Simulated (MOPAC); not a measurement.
Job for MOPAC: PM6 on FH4NSe (a complex).

```
PM6 1SCF PRECISE CHARGE=0 THREADS=1
FH4NSe

N     -1.00135577 1     0.59995557 1     0.75958244 1
Se    -0.20056191 1    -0.94693467 1     0.04936699 1
H     -0.82625228 1     1.39768240 1     0.15966990 1
H     -2.00116174 1     0.46821383 1     0.85935833 1
H     -0.92866737 1    -0.99732372 1    -1.24002666 1
F      0.07895835 1     1.03358709 1     3.15011595 1
H     -0.31806731 1     0.88955624 1     2.29185379 1
```

The log:

```
*******************************************************************************
 **                                                                           **
 **                              MOPAC v23.2.5                                **
 **                                                                           **
 *******************************************************************************
 ** MOPAC's Digital Object Identifier: https://doi.org/10.5281/zenodo.6511958 **
 **                                                                           **
 ** Please cite the open-source release paper for use of this MOPAC version:  **
 ** J. E. Moussa and J. J. P. Stewart (2026)                                  **
 ** MOPAC: An open-source semiempirical molecular orbital program             **
 ** J. Open Source Softw., 11(119), 8025, https://doi.org/10.21105/joss.08025 **
 *******************************************************************************

                              PM6 CALCULATION RESULTS

 *******************************************************************************
 *  PM6        - The PM6 Hamiltonian to be used
 *
 *
 *
 *                 CHARGE ON SYSTEM = 0
 *
 *
 *
 *  PRECISE    - TIGHTER CRITERIA TO BE USED
 *  1SCF       - DO 1 SCF AND THEN STOP
 *  THREADS=1  - MULTI-THREADING NOT USED
 *  T=         - A TIME OF 172800.0 SECONDS REQUESTED
 *  DUMP=N     - RESTART FILE WRITTEN EVERY 7200.0 SECONDS REQUESTED
 *******************************************************************************
PM6 1SCF PRECISE CHARGE=0 THREADS=1
 FH4NSe

   ATOM   CHEMICAL          X               Y               Z
  NUMBER   SYMBOL      (ANGSTROMS)     (ANGSTROMS)     (ANGSTROMS)

     1       N         -1.00135577  *   0.59995557  *   0.75958244  *
     2      Se         -0.20056191  *  -0.94693467  *   0.04936699  *
     3       H         -0.82625228  *   1.39768240  *   0.15966990  *
     4       H         -2.00116174  *   0.46821383  *   0.85935833  *
     5       H         -0.92866737  *  -0.99732372  *  -1.24002666  *
     6       F          0.07895835  *   1.03358709  *   3.15011595  *
     7       H         -0.31806731  *   0.88955624  *   2.29185379  *



          CARTESIAN COORDINATES

    NO.       ATOM           X           Y           Z

     1         N         -1.0014      0.6000      0.7596
     2        Se         -0.2006     -0.9469      0.0494
     3         H         -0.8263      1.3977      0.1597
     4         H         -2.0012      0.4682      0.8594
     5         H         -0.9287     -0.9973     -1.2400
     6         F          0.0790      1.0336      3.1501
     7         H         -0.3181      0.8896      2.2919

 General Reference for PM6:
 "Optimization of Parameters for Semiempirical Methods V: Modification of NDDO Approximations
 and Application to 70 Elements", J. J. P. Stewart, J. Mol. Mod., 13, 1173-1213 (2007)
 URL: https://link.springer.com/article/10.1007/s00894-007-0233-4

           Empirical Formula: H4 N Se F  =     7 atoms



      MOLECULAR POINT GROUP   :   Cs


      RHF CALCULATION, NO. OF DOUBLY OCCUPIED LEVELS = 11


 -------------------------------------------------------------------------------
 PM6 1SCF PRECISE CHARGE=0 THREADS=1
 FH4NSe



     1SCF WAS SPECIFIED, SO BFGS WAS NOT USED
     SCF FIELD WAS ACHIEVED


                              PM6 CALCULATION
                                                       MOPAC v23.2.5 Linux




          FINAL HEAT OF FORMATION =        -36.17998 KCAL/MOL =    -151.37704 KJ/MOL


          COSMO AREA              =        105.23 SQUARE ANGSTROMS
          COSMO VOLUME            =         86.26 CUBIC ANGSTROMS

          IONIZATION POTENTIAL    =          9.118514 EV
          HOMO LUMO ENERGIES (EV) =         -9.119 -0.896
          NO. OF FILLED LEVELS    =         11
          MOLECULAR WEIGHT        =        115.9967         POINT GROUP:  Cs

          MOLECULAR DIMENSIONS (Angstroms)

            Atom       Atom       Distance
            F     6    H     5     4.94098
           Se     2    H     3     2.24239
            H     4   Se     2     1.53697


          SCF CALCULATIONS        =          1





   ATOM   CHEMICAL          X               Y               Z
  NUMBER   SYMBOL      (ANGSTROMS)     (ANGSTROMS)     (ANGSTROMS)

     1       N         -1.00135577  *   0.59995557  *   0.75958244  *
     2      Se         -0.20056191  *  -0.94693467  *   0.04936699  *
     3       H         -0.82625228  *   1.39768240  *   0.15966990  *
     4       H         -2.00116174  *   0.46821383  *   0.85935833  *
     5       H         -0.92866737  *  -0.99732372  *  -1.24002666  *
     6       F          0.07895835  *   1.03358709  *   3.15011595  *
     7       H         -0.31806731  *   0.88955624  *   2.29185379  *

                             CARTESIAN COORDINATES

   1    N       -1.001355770     0.599955570     0.759582440
   2   Se       -0.200561910    -0.946934670     0.049366990
   3    H       -0.826252280     1.397682400     0.159669900
   4    H       -2.001161740     0.468213830     0.859358330
   5    H       -0.928667370    -0.997323720    -1.240026660
   6    F        0.078958350     1.033587090     3.150115950
   7    H       -0.318067310     0.889556240     2.291853790


           Empirical Formula: H4 N Se F  =     7 atoms



      MOLECULAR POINT GROUP   :   Cs


                  EIGENVALUES
 -38.93440 -30.99000 -22.55805 -17.67949 -16.55814 -15.28849 -14.36397 -14.36228
 -13.43126 -10.97344  -9.11851  -0.89614   1.35919   4.34821   5.75963   6.16133


              NET ATOMIC CHARGES AND DIPOLE CONTRIBUTIONS

  ATOM NO.   TYPE          CHARGE      No. of ELECS.   s-Pop       p-Pop
    1          N          -0.581825        5.5818     1.60568     3.97615
    2         Se           0.110936        5.8891     1.98329     3.90577
    3          H           0.232116        0.7679     0.76788
    4          H           0.232116        0.7679     0.76788
    5          H           0.057214        0.9428     0.94279
    6          F          -0.375818        7.3758     1.96373     5.41209
    7          H           0.325261        0.6747     0.67474
 DIPOLE           X         Y         Z       TOTAL
 POINT-CHG.    -1.355    -0.851    -3.407     3.764
 HYBRID        -1.065     0.407    -1.248     1.690
 SUM           -2.420    -0.444    -4.655     5.265


          ATOMIC ORBITAL ELECTRON POPULATIONS

     Atom    s        px        py        pz
    1  N   1.60568   1.28584   1.17166   1.51865
    2 Se   1.98329   1.48848   1.19652   1.22077
    3  H   0.76788
    4  H   0.76788
    5  H   0.94279
    6  F   1.96373   1.89894   1.98655   1.52660
    7  H   0.67474

 **********************
 *                    *
 * JOB ENDED NORMALLY *
 *                    *
 **********************




 == MOPAC DONE ==
```

The run finished.

Cost: very roughly 0.020 core-seconds.
